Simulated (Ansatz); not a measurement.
## Nudged elastic band run: CH5FGe

Input:

```yaml
crystal:
  periodic: [false, false, false]
  atoms:
    - { symbol: Ge, position_ang: [0.216316, 0.030696, 0.048221] }
    - { symbol: F, position_ang: [-0.018059, -0.081516, 1.796271] }
    - { symbol: H, position_ang: [1.745267, 0.197053, -0.168256] }
    - { symbol: C, position_ang: [-0.80428, 1.575143, -0.574722] }
    - { symbol: H, position_ang: [-1.882457, 1.430749, -0.36927] }
    - { symbol: H, position_ang: [-0.459638, 2.49258, -0.059785] }
    - { symbol: H, position_ang: [-0.663231, 1.704797, -1.66658] }
    - { symbol: H, position_ang: [-0.304518, -1.309102, -0.539778] }
basis:
  gaussian: { orbitals: def2-SVP }
hamiltonian:
  xc: pbe
neb:
  order_check: false
  images: 7
  f_tol: 0.5
  max_iterations: 60
  final_atoms:
    - { symbol: Ge, position_ang: [0.04119244, -0.21418391, -0.6991172] }
    - { symbol: F, position_ang: [1.33496276, 0.25555091, 1.25570276] }
    - { symbol: H, position_ang: [1.97981447, -0.10728913, 0.65992787] }
    - { symbol: C, position_ang: [-0.94659925, 1.53307062, -0.71780626] }
    - { symbol: H, position_ang: [-1.89306312, 1.38968334, -1.28441217] }
    - { symbol: H, position_ang: [-1.23080212, 1.83471276, 0.31169136] }
    - { symbol: H, position_ang: [-0.36621542, 2.34473789, -1.19766352] }
    - { symbol: H, position_ang: [-1.08988976, -0.99588247, 0.13777816] }
  initial_path:
    images:
      - { positions_ang: [[0.216316, 0.030696, 0.048221], [-0.018059, -0.081516, 1.796271], [1.745267, 0.197053, -0.168256], [-0.80428, 1.575143, -0.574722], [-1.882457, 1.430749, -0.36927], [-0.459638, 2.49258, -0.059785], [-0.663231, 1.704797, -1.66658], [-0.304518, -1.309102, -0.539778]] }
      - { positions_ang: [[0.15986205, 0.02275138, 0.03835145], [0.25685688, -0.0598171, 1.73210419], [1.73195632, 0.14274934, -0.02178772], [-0.83187616, 1.58190867, -0.59591486], [-1.90508453, 1.41324886, -0.49976186], [-0.56420328, 2.46887656, -0.01642873], [-0.59909663, 1.76807458, -1.64495997], [-0.41901466, -1.29739228, -0.5255015]] }
      - { positions_ang: [[0.1034081, 0.01480677, 0.0284819], [0.53177275, -0.03811821, 1.66793739], [1.71864565, 0.08844568, 0.12468056], [-0.85947231, 1.58867434, -0.61710772], [-1.92771207, 1.39574871, -0.63025371], [-0.66876855, 2.44517312, 0.02692754], [-0.53496225, 1.83135215, -1.62333994], [-0.53351132, -1.28568257, -0.511225]] }
      - { positions_ang: [[0.04695415, 0.00686215, 0.01861234], [0.80668863, -0.01641931, 1.60377058], [1.70533497, 0.03414201, 0.27114883], [-0.88706847, 1.59544001, -0.63830058], [-1.9503396, 1.37824857, -0.76074557], [-0.77333383, 2.42146968, 0.0702838], [-0.47082788, 1.89462973, -1.60171991], [-0.64800798, -1.27397285, -0.4969485]] }
      - { positions_ang: [[-0.00949981, -0.00108246, 0.00874279], [1.08160451, 0.00527958, 1.53960377], [1.6920243, -0.02016165, 0.41761711], [-0.91466462, 1.60220569, -0.65949344], [-1.97296713, 1.36074843, -0.89123743], [-0.8778991, 2.39776624, 0.11364007], [-0.4066935, 1.95790731, -1.58009988], [-0.76250464, -1.26226314, -0.482672]] }
      - { positions_ang: [[0.00317326, -0.05435782, -0.16822221], [1.14494407, 0.06784741, 1.46862852], [1.76397184, -0.04194352, 0.4781948], [-0.92264828, 1.58492192, -0.67407165], [-1.95299113, 1.36798215, -0.98953111], [-0.96612486, 2.25700287, 0.16315289], [-0.39657398, 2.05461495, -1.48449079], [-0.84435092, -1.19566797, -0.32755946]] }
      - { positions_ang: [[0.01584632, -0.10763319, -0.3451872], [1.20828364, 0.13041525, 1.39765327], [1.83591938, -0.06372539, 0.53877249], [-0.93063194, 1.56763815, -0.68864985], [-1.93301513, 1.37521588, -1.0878248], [-1.05435061, 2.1162395, 0.21266572], [-0.38645446, 2.1513226, -1.3888817], [-0.9261972, -1.1290728, -0.17244692]] }
      - { positions_ang: [[0.02851938, -0.16090855, -0.5221522], [1.2716232, 0.19298308, 1.32667802], [1.90786692, -0.08550726, 0.59935018], [-0.93861559, 1.55035439, -0.70322806], [-1.91303913, 1.38244961, -1.18611848], [-1.14257636, 1.97547613, 0.26217854], [-0.37633494, 2.24803024, -1.29327261], [-1.00804348, -1.06247764, -0.01733438]] }
      - { positions_ang: [[0.04119244, -0.21418391, -0.6991172], [1.33496276, 0.25555091, 1.25570276], [1.97981447, -0.10728913, 0.65992787], [-0.94659925, 1.53307062, -0.71780626], [-1.89306312, 1.38968334, -1.28441217], [-1.23080212, 1.83471276, 0.31169136], [-0.36621542, 2.34473789, -1.19766352], [-1.08988976, -0.99588247, 0.13777816]] }
```

Command:

```bash
$ ansatz run input.yaml --threads 2 --pin off --max-ram 3072MiB --backend cpu --events-out ev --progress --plain --runs-dir out
```

Output, in part (warnings, iteration lines, the closing report on the highest movable image, with atoms numbered from 0):

```
NEB end point (image 0): max|allowed force component| = 3.211e-3 eV/Å (the criterion of neb.relax_end_points is 1.000e-1)
NEB end point (image 8): max|allowed force component| = 7.645e-3 eV/Å (the criterion of neb.relax_end_points is 1.000e-1)
NEB iter   1: max|band force component| = 4.397e0 eV/Å  barrier→ = 3.4966 eV  barrier← = 1.5013 eV  Δτ_max = 0.2000 Å  (229 SCF iters)
NEB iter   2: max|band force component| = 2.195e0 eV/Å  barrier→ = 2.5880 eV  barrier← = 0.5927 eV  Δτ_max = 0.1971 Å  (219 SCF iters)
NEB iter   3: max|band force component| = 1.381e0 eV/Å  barrier→ = 2.4268 eV  barrier← = 0.4315 eV  Δτ_max = 0.1830 Å  (206 SCF iters)
NEB iter   4: max|band force component| = 3.811e-1 eV/Å  barrier→ = 2.3792 eV  barrier← = 0.3840 eV  CI = image 5  Δτ_max = 0.0000 Å  (385 SCF iters)
Total energy: -60329.21339794 eV, -2217.0576997648 hartree
Atom 0 at     0.215730    -0.048647    -0.417481 Å, force    -0.100383    -0.066321    -0.236844 eV/Å
Atom 1 at     0.969523     0.100328     1.532635 Å, force     0.083780     0.060056     0.054494 eV/Å
Atom 2 at     1.612620    -0.047013     0.500732 Å, force     0.038043    -0.002506     0.162913 eV/Å
Atom 3 at    -0.891602     1.576668    -0.689386 Å, force    -0.052170    -0.029013    -0.111836 eV/Å
Atom 4 at    -1.956903     1.327448    -0.858203 Å, force     0.003528     0.022715     0.017760 eV/Å
Atom 5 at    -0.809768     2.234856     0.199840 Å, force     0.050426    -0.044551     0.025558 eV/Å
Atom 6 at    -0.503736     2.138212    -1.566436 Å, force    -0.021401    -0.020372     0.094282 eV/Å
Atom 7 at    -0.806464    -1.241453    -0.235601 Å, force    -0.001821     0.079991    -0.006328 eV/Å
Dipole moment:    -0.135342     0.138123    -0.311174 e Å
```

It converged. The threshold of 0.5 eV/Å is loose, so the images may lie well off the minimum-energy path. Neighbouring images differ by up to 1.2 eV, so the band resolves the path poorly. The order of the point at the top wasn't checked. The orbitals stay closed-shell, which can raise the energy where a bond breaks towards radicals; this wasn't checked here.

Final band (atoms are numbered from 1 in the order of the input):

```csv
image,path coordinate (Å),energy (eV),Ge1–F2 (Å),Ge1–H3 (Å),F2–H3 (Å)
0,0.00,0.00,1.77,1.55,2.65
1,0.46,0.01,1.76,1.55,2.65
2,0.92,0.03,1.77,1.55,2.61
3,1.38,0.43,1.79,1.53,2.21
4,1.84,1.63,1.91,1.55,1.71
5,2.29,2.38,2.10,1.67,1.22
6,2.75,2.09,2.30,1.96,1.00
7,3.20,2.01,2.38,2.18,0.97
8,3.66,2.00,2.39,2.37,0.95
```

Run time: 40 s on 2 threads of Arm Neoverse V1, on a shared host, peak memory 0.12 GiB.
